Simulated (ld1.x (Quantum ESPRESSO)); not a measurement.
## Reading a pseudo-wave (Li)

Columns: radius, all-electron u(r) and pseudo u(r) of the 2p shell (level -1.09 eV) of lithium in the configuration [He] 2s1 2p0; PBE, non-relativistic, TM scheme, ld1.x (Quantum ESPRESSO) 7.5.

| r (bohr) | all-electron | pseudo |
| --- | --- | --- |
| 0.210 | 0.0155 | 0.0063 |
| 0.420 | 0.0482 | 0.0245 |
| 0.630 | 0.0870 | 0.0535 |
| 0.840 | 0.1272 | 0.0910 |
| 1.050 | 0.1667 | 0.1341 |
| 1.260 | 0.2042 | 0.1800 |
| 1.470 | 0.2389 | 0.2254 |
| 1.680 | 0.2705 | 0.2680 |
| 1.890 | 0.2998 | 0.3058 |
| 2.100 | 0.3274 | 0.3378 |
| 2.310 | 0.3522 | 0.3638 |
| 2.520 | 0.3738 | 0.3843 |
| 2.730 | 0.3920 | 0.4000 |
| 2.940 | 0.4067 | 0.4120 |
| 3.150 | 0.4181 | 0.4209 |
| 3.360 | 0.4261 | 0.4273 |
| 3.570 | 0.4310 | 0.4314 |
| 3.780 | 0.4331 | 0.4332 |
| 3.990 | 0.4326 | 0.4326 |
| 4.200 | 0.4297 | 0.4297 |
| 4.410 | 0.4248 | 0.4248 |
| 4.620 | 0.4183 | 0.4183 |
| 4.830 | 0.4104 | 0.4104 |
| 5.040 | 0.4013 | 0.4013 |
| 5.250 | 0.3914 | 0.3914 |
| 5.460 | 0.3808 | 0.3808 |

(1) How many radial nodes do the two functions have?

(2) At about which radius was the pseudo-wave matched?

(3) Where does each function peak?

(4) Is the pseudo-wave norm-conserving?

Results:

(1) The all-electron 2p function has n − l − 1 = 0; the pseudo-wave has 0.

(2) 4.20 bohr. The columns agree to 0.0005 from 3.57 bohr on; several derivatives are matched, so the curves merge somewhat inside the radius.

(3) Outermost all-electron maximum near 3.78 bohr, pseudo maximum near 3.78 bohr (to the table’s step).

(4) Yes: the TM scheme keeps the norm inside the radius equal to the all-electron one, which fixes the energy derivative of the logarithmic derivative at the level.
